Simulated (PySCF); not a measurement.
## Removing an electron from `[SiH3][Se][SiH2]c1ccco1`

Species: C₄H₈OSeSi₂.
Structure used (PBE0-D3(BJ)/def2-SVP), in Å, numbered top down from 1:
```
atom  x, y, z in Å
Si1    3.8457    0.3096    0.1038
Se2    1.7926    0.2650   -0.8979
Si3    0.5956   -0.0096    1.0289
C4    -1.1774   -0.0918    0.4669
C5    -1.7707   -0.0181   -0.7675
C6    -3.1736   -0.1682   -0.5584
C7    -3.3310   -0.3222    0.7878
O8    -2.1426   -0.2783    1.4115
H9     4.0517    1.5729    0.8719
H10    4.8422    0.2214   -1.0010
H11    4.0012   -0.8504    1.0317
H12    1.0036   -1.2641    1.7288
H13    0.8257    1.1347    1.9611
H14   -1.2575    0.1258   -1.7168
H15   -3.9611   -0.1633   -1.3087
H16   -4.2022   -0.4671    1.4224
```

Level: CAM-B3LYP/def2-SVPD (PySCF). Frontier orbitals with their largest atomic shares (Löwdin; up to four atoms above 4 %):

| orbital | ε (eV) | main atoms |
| --- | --- | --- |
| HOMO−3 | -9.93 | Se2 60 %, Si3 13 %, Si1 12 %, H11 4 % |
| HOMO−2 | -9.68 | C5 27 %, C6 27 %, O8 24 %, C4 8 % |
| HOMO−1 | -8.27 | Se2 54 %, Si3 10 %, Si1 6 %, C7 6 % |
| HOMO | -8.14 | ? |
| LUMO | 0.51 | Se2 36 %, Si1 17 %, Si3 14 %, H10 6 % |
| LUMO+1 | 0.60 | C4 18 %, C7 16 %, C5 15 %, O8 14 % |
| LUMO+2 | 0.69 | Se2 35 %, Si1 24 %, Si3 10 %, H11 6 % |

Question: What vertical ionisation energy does ΔSCF give, and how far is −ε(HOMO) from it?

Answer: ΔSCF: 8.75 eV (845 kJ/mol; threshold wavelength 142 nm); ⟨S²⟩ of the doublet left behind is 0.764, against 0.75 for a pure doublet. −ε(HOMO) is 8.14 eV, 0.61 eV below it. In exact Kohn–Sham theory the two would be equal; CAM-B3LYP (range-separated hybrid) falls short of its own ΔSCF value by 7 %. Holes in the HOMO−1 and HOMO−2 were tried too where these lie within 1.2 eV of the HOMO; the lowest converged state counts.

Question: On which atoms does the HOMO lie?

Answer: C4 (substituted aromatic carbon) 22 %, C7 (aromatic CH next to a ring oxygen) 20 %, Se2 (selenium bonded to 2 Si) 19 %, C5 (aromatic CH carbon) 11 %, so no atom holds as much as 40 %. The HOMO−1 lies 0.13 eV lower.

Question: How many of the 10 lowest singlet excitations (vertical TDDFT, same level) lie below the ionisation energy?

Answer: All 10; they run from 5.51 to 7.03 eV.

Question: With α = 132.6 au, estimate the like-pair dispersion coefficient by London's formula C6 = (3/4)α²I.

Answer: I = 0.3217 Eh, so C6 ≈ 4240 au, a rough estimate.

Question: Shift the occupied levels rigidly so that −ε(HOMO) equals the ΔSCF value. What binding energies result?

Answer: The shift is +0.61 eV: HOMO 8.75, HOMO−1 8.88, HOMO−2 10.29, HOMO−3 10.54 eV. A rigid shift is only a rough guide to the deeper ionisations.

The structure is a single PBE0-D3(BJ)/def2-SVP conformer in the gas phase; no vibrational or solvent corrections. The calculation is non-relativistic, for selenium too.
